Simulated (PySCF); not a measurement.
**Correlation energy of Br³⁺ (bromine, charge +3)**

[Ar] 3d10 4s2 4p2, high-spin 3P determinant. Calculation: PySCF 2.14, in aug-cc-pVDZ-PP with ECP10MDF (5s4p3d, 32 functions); scalar relativity through the core potential. Frozen: 3s2 3p6 3d10; 4 electrons correlated.

MP2 pair energies summed by pair of shells (mhartree):

| pair | energy | share (%) |
| --- | --- | --- |
| 4s-4p | -27.76 | 61.5 |
| 4s-4s | -12.89 | 28.5 |
| 4p-4p | -4.51 | 10.0 |

Total MP2 correlation energy: -45.16 mhartree.

Same-spin part -6.97 and opposite-spin part -38.19 mhartree; SCS-MP2 scales them by 1/3 and 6/5 to -48.15 mhartree.

```tsv
level	correlation energy (mhartree)
CCSD	-61.53
(T)	-0.52
CCSD(T)	-62.05
```

Diagnostics: T1 = 0.0052, D1 = 0.0144, largest double amplitude 0.093.

Cost of the coupled-cluster step: 0.14 s of wall time on 1 thread of Neoverse-V2 (shared host), for 4 correlated electrons.
